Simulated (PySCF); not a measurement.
**Relaxation of singlet FSnN**

These are results of PySCF, PBE0, basis Sn def2-TZVP with ECP28, N def2-TZVP, F def2-TZVP (scalar-relativistic core potentials, no spin–orbit coupling, density fitting), not measurements. A (50,194) grid was used.

A hand-made linear start, of C∞v symmetry, held to at least that symmetry:

Coordinates in bohr (charge 0 multiplicity 1):
```
Sn    0.0000    0.0000   -0.1502
N     0.0000    0.0000   -3.7407
F     0.0000    0.0000    3.7049
```

Task: What forces act on the atoms at the start (eV/Å)?

Result: 
| atom | Fx | Fy | Fz |
| --- | --- | --- | --- |
| Sn1 | 0.00 | 0.00 | 0.16 |
| N2 | 0.00 | 0.00 | 2.01 |
| F3 | 0.00 | 0.00 | -2.17 |

Task: What does it relax to?

Result: It ends at C∞v with Sn–F 1.906 Å, Sn–N 1.822 Å; F–Sn–N 180.0°. A frequency run shows a minimum.

Task: How much energy is released, and in how many steps?

Result: 24.0 kJ/mol in 4 steps.

The relaxation took roughly 17 core-seconds on a shared host.
